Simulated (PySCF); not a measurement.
Here is a job for PySCF.
```python
from pyscf import gto, scf, cc

mol = gto.Mole()
mol.atom = '''
    B    -0.001407    0.560054    0.037735
    F     1.106201   -0.152890   -0.009046
    F    -1.105420   -0.158251   -0.011918
'''
mol.basis = 'sto-3g'
mol.charge = 0
mol.spin = 1
mol.verbose = 5
mol.build()

mf = scf.UHF(mol)
mf.kernel()

mycc = cc.CCSD(mf)
mycc.diis_space = 10
mycc.kernel()
et = mycc.ccsd_t()
print('E(CCSD(T)) = %.10f' % (mycc.e_tot + et))
mf.analyze()
```

### Question
What does this run give for the coupled-cluster correlation energy (without the perturbative part), MP2 correlation energy, total energy, nuclear repulsion energy?

### Answer

```json
{
  "coupled-cluster correlation energy (without the perturbative part)": "-0.0835 Eh",
  "MP2 correlation energy": "-0.0723 Eh",
  "total_energy": "-220.5688 Eh",
  "nuclear_repulsion_energy": "55.5144 Eh"
}
```

These values belong to the state on which the SCF converged, which isn't shown to be the lowest.
